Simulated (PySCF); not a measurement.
Cartesian coordinates (Å):
```xyz
4

Al     0.0000     0.0000     0.0002
H      1.5796    -0.0507     0.0003
H     -0.8336    -1.3426     0.0003
H     -0.7459     1.3933    -0.0007
```
Charge 0, multiplicity 1.

Q: What is the computed dipole moment, LUMO, total energy, HOMO–LUMO gap and HOMO (PBE-D3(BJ)/def2-TZVP // B3LYP-D3(BJ)/def2-TZVP (PySCF 2.14.0))?

A: 
dipole moment: 0.00 D
LUMO: -2.52 eV
total energy: -6640.98 eV
HOMO–LUMO gap: 4.78 eV
HOMO: -7.30 eV
